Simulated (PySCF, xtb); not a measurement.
C4H4, SMILES C1(=C)C=C1.

Harmonic wavenumbers (cm⁻¹) from GFN2-xTB in xtb at its own minimum, in rising order: 335, 375, 715, 728, 734, 806, 844, 878, 970, 999, 1062, 1427, 1624, 1956, 3098, 3114, 3208, 3229.

Task: What does PBE-D3(BJ)/def2-SVP (PySCF) give at its own minimum? (Estimate from the structure and the level; the computed values follow.)

Result: 349, 418, 675, 695, 729, 821, 823, 886, 990, 1013, 1076, 1379, 1584, 1822, 3087, 3171, 3184, 3212. Paired by order, the mean absolute difference is 31 cm⁻¹ and the zero-point energies are 37.3 and 37.0 kcal/mol.
